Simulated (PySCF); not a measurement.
BrH2NTe, SMILES N[Te]Br. Atoms are numbered in the order given.

```xyz
5

Te     0.3619    -0.8475     0.0000
Br    -0.1298     1.6873     0.0000
N     -1.4632    -1.7024     0.0000
H     -2.0155    -1.5326     0.8392
H     -2.0155    -1.5326    -0.8392
```
Charge 0, spin multiplicity 1.

The structure is a stationary point at B3LYP-D3(BJ)/def2-SVP. The def2 effective core potentials stand for the cores of Te; spin–orbit coupling is left out. Other conformers were not sampled.

Computed with ωB97X/def2-TZVPD in PySCF.

Mulliken values depend strongly on the basis, most of all with diffuse functions as here. ESP charges are fitted to the potential on shells at 1.4 to 2.0 van der Waals radii. Atomic charges (e):

```json
[
 {"atom": "Te1", "ESP fit": "___", "Mulliken": "0.41"},
 {"atom": "Br2", "ESP fit": "___", "Mulliken": "-0.27"},
 {"atom": "N3", "ESP fit": "___", "Mulliken": "-0.64"},
 {"atom": "H4", "ESP fit": "___", "Mulliken": "0.25"},
 {"atom": "H5", "ESP fit": "___", "Mulliken": "0.25"}
]
```

Complete the blanks. (The exact figures need the calculation; the answer reports its results.)


- Te1, ESP fit: 0.24
- Br2, ESP fit: -0.21
- N3, ESP fit: -0.66
- H4, ESP fit: 0.32
- H5, ESP fit: 0.32
